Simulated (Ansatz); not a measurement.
Reaction (redistribution): `[CH3][Cd][Cl]` + `N[SiH2][SiH2]F` → `[CH3][Cd][NH2]` + `F[SiH2][SiH2]Cl`

Program: Ansatz. Geometries: PBE0-D4/def2-TZVP. ΔE: electronic, gas phase. CCSD(T)/CBS is the MP2 limit (def2-TZVPP, def2-QZVPP) plus CCSD(T) − MP2 in def2-TZVPP, frozen cores. This one scheme is used for every species. Functionals use def2-TZVPP. Elements past krypton have def2 core potentials. For Cd outer-core shells are correlated without core-valence functions, which leaves a few kJ/mol of doubt a bond. Each species was taken in one conformer, which may not be the lowest.

| level | ΔE (kcal/mol) | difference from CCSD(T)/CBS |
| --- | --- | --- |
| PBE-D4 | 19.9 | -2.1 |
| r2SCAN-D4 | 22.0 | 0.0 |
| ωB97X-V | 22.9 | 0.9 |
| PBE | 19.9 | -2.1 |
| PBE0 | 22.5 | 0.5 |
| HF/def2-TZVPP | 29.7 | 7.7 |
| MP2/def2-TZVPP | 20.0 | -2.0 |
| SCS-MP2/def2-TZVPP | 21.0 | -1.0 |
| SCS-MP2/def2-QZVPP | 21.4 | -0.6 |
| CCSD/CBS(def2) | 23.2 | 1.2 |
| CCSD(T)/CBS | 22.0 | 0 |

Largest T1 diagnostic among the species: 0.013.

In def2-TZVPP, CCSD(T) changes the Hartree–Fock value by −8.5 kcal/mol (the triples alone add −1.2 kcal/mol) and MP2 by −9.7 kcal/mol. From PBE to PBE0 (25 % exact exchange), in def2-TZVPP and without D4, ΔE moves by +2.5 kcal/mol.
